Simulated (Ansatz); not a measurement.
Name a neutral molecule of B, F, In, O and H with HOMO–LUMO gap (PBE0/def2-TZVPP) between 6.95 and 7.25 eV and LUMO energy (PBE0/def2-TZVPP) between -1.85 and -1.55 eV (Ansatz, PBE0-D4/def2-TZVP geometry).

`FB[O][InH2]` (7.12 eV, -1.65 eV). Other molecules can fit too; these were computed, each in one conformer that needn't be the lowest.
